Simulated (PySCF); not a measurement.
r2SCAN on F⁻ (fluorine, charge -1), [Ne], closed-shell 1S. Calculation: PySCF 2.14, in dyall-acv3z (15s9p4d2f, 76 functions); the spin-free X2C one-electron Hamiltonian (Gaussian nucleus).

```
cycle= 1 E= -99.9392381972424  delta_E= -0.00443  |g|= 0.0991  |ddm|= 0.158
cycle= 2 E= -99.9230799605391  delta_E= 0.0162  |g|= 0.255  |ddm|= 0.133
cycle= 3 E= -99.9428837757391  delta_E= -0.0198  |g|= 0.0256  |ddm|= 0.0746
cycle= 4 E= -99.9431270284484  delta_E= -0.000243  |g|= 0.000489  |ddm|= 0.0112
cycle= 5 E= -99.9431271083183  delta_E= -7.99e-08  |g|= 3.24e-05  |ddm|= 0.000234
cycle= 6 E= -99.9431271086799  delta_E= -3.62e-10  |g|= 1.55e-06  |ddm|= 2.06e-05
converged SCF energy = -99.9431271086799  <S^2> = -1.7763568e-15  2S+1 = 1
```

Highest occupied orbital energy: 1.274 eV; ⟨L²⟩ = 0.00; populations by l: s 4.00, p 6.00, d 0.00, f 0.00.

Question: Can this result be used?

Answer: With care. Self-consistency was reached. At r2SCAN the highest occupied level has a positive energy, so only the finite basis holds that electron; in a semilocal or global hybrid functional this comes from self-interaction and does not mean that the real anion is unbound.
